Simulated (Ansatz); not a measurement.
Cl2F2H3NSi2 (`F[SiH2]N[Si](F)(Cl)Cl`) from Hartree–Fock to CCSD(T)

```xyz
10

F    -2.109   -1.089   -0.976
Si   -0.953   -1.276    0.108
N     0.437   -0.340   -0.289
Si    0.826    1.263    0.095
F     1.805    1.358    1.333
Cl    1.791    2.144   -1.454
Cl   -0.853    2.274    0.594
H    -0.561   -2.701    0.076
H    -1.489   -0.832    1.408
H     1.107   -0.800   -0.893
```

The species carries charge 0 and has multiplicity 1. All single points use the PBE0-D4/def2-TZVP geometry. It is one conformer, not always the lowest. Frozen core, restricted reference, Ansatz 0.2.0. CBS rows extrapolate triple and quadruple zeta; past MP2 they add the triple-zeta difference.

```
     basis      HF (Eh)  MP2 corr.  CCSD corr.       (T)  CCSD(T) total
def2-TZVPP  -1752.43211   -1.31170    -1.36109  -0.04969    -1753.84289
def2-QZVPP  -1752.48898   -1.43486           –         –              –
 CBS(def2)  -1752.49682   -1.52608    -1.57547     as TZ    -1754.12198
```
